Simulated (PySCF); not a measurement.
C4H3NO2.
Numbering: `[O:1]=[CH:2][c:3]1[n:4][cH:5][cH:6][o:7]1` (hydrogens: H8 on C2; H9 on C5; H10 on C6)

A GFN2-xTB structure was refined with CAM-B3LYP/def2-SVP geometry optimisation, gas phase (PySCF). Its GFN2-xTB values:

```tsv
coordinate	GFN2-xTB
O1=C2	1.202 Å
C2–C3	1.459 Å
C2–H8	1.104 Å
C3–N4	1.308 Å
C3–O7	1.348 Å
N4–C5	1.349 Å
C5–C6	1.370 Å
C5–H9	1.070 Å
C6–O7	1.333 Å
C6–H10	1.071 Å
O1–C2–C3	125.4°
C2–C3–N4	125.0°
C2–C3–O7	122.4°
C3–N4–C5	105.5°
C3–O7–C6	105.3°
N4–C3–O7	112.6°
N4–C5–C6	108.4°
C5–C6–O7	108.1°
```

**Question.** How do these coordinates change at the CAM-B3LYP/def2-SVP level?

**Answer.** 
| coordinate | CAM-B3LYP/def2-SVP (Å or °) | change |
| --- | --- | --- |
| N4–C5 | 1.372 | +0.023 |
| C5–H9 | 1.088 | +0.018 |
| C2–C3 | 1.475 | +0.016 |
| C6–H10 | 1.086 | +0.015 |
| C6–O7 | 1.346 | +0.013 |
| C3–N4 | 1.296 | -0.012 |
| C2–H8 | 1.115 | +0.011 |
| C5–C6 | 1.362 | -0.008 |
| C3–O7 | 1.345 | -0.003 |
| O1=C2 | 1.200 | -0.002 |
| C2–C3–O7 | 119.8 | -2.6 |
| C2–C3–N4 | 126.4 | +1.4 |
| O1–C2–C3 | 124.2 | -1.2 |
| N4–C3–O7 | 113.8 | +1.2 |
| C3–N4–C5 | 104.8 | -0.7 |
| C3–O7–C6 | 105.0 | -0.3 |
| C5–C6–O7 | 108.0 | -0.1 |
| N4–C5–C6 | 108.5 | +0.1 |

The energy falls by 0.94 kcal/mol over 10 energy and gradient evaluations, the largest force component goes from 0.0208 to 3.3e-04 Eh/bohr, and the atoms move by 0.034 Å rms after alignment. The bond that changes most is N4–C5 (pyridine-type nitrogen to aromatic CH next to a ring nitrogen), which lengthens by 0.023 Å. Bonds longer at the end by more than 0.005 Å: 6 of 10; shorter: 2. Rotational constants go from 8590, 2168, 1731 to 8530, 2178, 1735 MHz.

The run used 113 basis functions and 85 SCF cycles in all.

Stationary, but not proved a minimum. The numbers are those of one conformer.

The values belong to the conformer `[O:1]=[CH:2][c:3]1[n:4][cH:5][cH:6][o:7]1`: O1–C2–C3–N4 180°.
